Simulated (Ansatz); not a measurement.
Name a neutral molecule of Al, F, S and H with LUMO energy (PBE0/def2-TZVPP) between -1.30 and -1.00 eV and HOMO energy (ωB97M-V/def2-TZVPP) between -12.50 and -12.20 eV (Ansatz, PBE0-D4/def2-TZVP geometry).

`[F][Al-]([F])([F])[SH2+]` (-1.07 eV, -12.25 eV). Other molecules can fit too; these were computed, each in one conformer that needn't be the lowest.
